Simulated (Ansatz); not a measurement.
Ansatz (a program for electronic structure) input:
A basis named .json is the Basis Set Exchange file of that set.

Ansatz 0.2 input:
```yaml
crystal:
  periodic: [false, false, false]
  atoms:
    - {symbol: C, position_ang: [-1.16979933, -0.02795748, 0.30417577]}
    - {symbol: Si, position_ang: [0.57568461, 0.01092575, -0.22556764]}
    - {symbol: H, position_ang: [-1.80015384, 0.85093633, 0.15655899]}
    - {symbol: H, position_ang: [-1.73943850, -0.95568380, 0.22400751]}
    - {symbol: H, position_ang: [1.28893734, -1.11663320, 0.52008273]}
    - {symbol: H, position_ang: [1.20986652, 1.23616507, 0.43224315]}
basis:
  gaussian:
    orbitals: def2-QZVPP.json
    fitting: {mean_field: def2-universal-jkfit, correlation: def2-QZVPP-RIFIT.json}
total_charge: -1
magnetization: {spin_polarized: true, initial_magnetization: 1}
correlation: {method: mp2, electrons: outside_noble_gas}
```

Problem. Which total energy does the run end on?

Solution. -329.39998 Eh (RI-MP2/def2-QZVPP). The basis has 247 functions.
